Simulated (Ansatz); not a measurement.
Ideal-gas functions of CH3BrMgO, SMILES `C[O][Mg][Br]` at 298.15 K and 1 bar, from an Ansatz frequency run at PBE0-D4/def2-TZVP.

Molar mass 135.24 g/mol, point group C3v (symmetry number 3), electronic degeneracy 1, moments of inertia 3.156, 549.039, 549.039 u Å². Harmonic wavenumbers (cm⁻¹, unscaled): 67, 67, 138, 138, 277, 684, 1190, 1190, 1283, 1486, 1495, 1495, 2977, 3029, 3029.

Use S(trans) = R[1.5 ln M + 2.5 ln T − 1.1517]; rotational temperatures θ = 24.2544 K / I; S(rot) = R[ln(√π/σ · √(T³/θAθBθC)) + 1.5]; for each mode x = 1.438777 ν̃/T, S = R[x/(eˣ − 1) − ln(1 − e⁻ˣ)] and H = RT x/(eˣ − 1); 1 cm⁻¹ = 0.0119627 kJ/mol; R = 8.31446 J/(mol·K).

**Question.** By hand: the entropy, in J/(mol·K).

**Answer.** Translation 170.1. Rotation: θ = 7.6852, 0.0442, 0.0442 K, giving 96.6. Vibration, mode by mode: 17.74, 17.74, 11.85, 11.85, 6.49, 1.36, 0.18, 0.18, 0.12, 0.05, 0.05, 0.05, 0.00, 0.00, 0.00, in all 67.7. Electronic 0.0. Sum 334.4 J/(mol·K).

**Question.** By hand: H − E and G − E in kJ/mol, counted from the electronic energy.

**Answer.** Zero-point energy ½ × 18545 × 0.0119627 = 110.9; thermal vibration 9.3; translation, rotation and pV give 4 RT = 9.9. H − E = 130.1 kJ/mol, and G − E = 130.1 − 298.15 × 334.4/1000 = 30.4 kJ/mol.

Vibration gives 20 % of the entropy, 59.2 J/(mol·K) of it from the modes under 150 cm⁻¹: soft modes count most, and the harmonic formula is weakest for them. The sum counts one conformer and one mirror image; others add a mixing term.
